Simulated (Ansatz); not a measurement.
Molecule: SbF₃, charge 0, multiplicity 1. SMILES: [F][Sb]([F])[F]
Geometry: optimised at B3LYP-D3(BJ)/def2-TZVP (Ansatz, a program for electronic structure).

CCSD(T) with Ansatz in growing basis sets, 26 correlated electrons. Cores are frozen in the correlated levels unless marked. UHF or UKS for open shells. Spin-orbit coupling is left out. The frozen core is the preceding noble-gas configuration, with the filled d and f shells of earlier blocks. In def2 rows, elements after Kr have scalar-relativistic effective core potentials. Costs are ratios of core time to the smallest set, on shared machines of one kind, and rough; they hold the program's checks for lower states.

```
basis        functions  cost over smallest  E(corr) (Eh)  electronic atomisation energy (kcal/mol)
-----------  ---------  ------------------  ------------  ----------------------------------------
def2-SVPD          101                  1×       -0.7201                                     290.7
def2-TZVPPD        176                  4×       -0.9143                                     308.4
```

Formally CCSD grows as o²v⁴ and (T) as o³v⁴; with o = 13 and v going from 76 to 151 both grow 16-fold in the last step, while integrals and the mean field grow more slowly. That step adds 194.2 mEh of correlation energy and 17.7 kcal/mol to the atomisation energy.
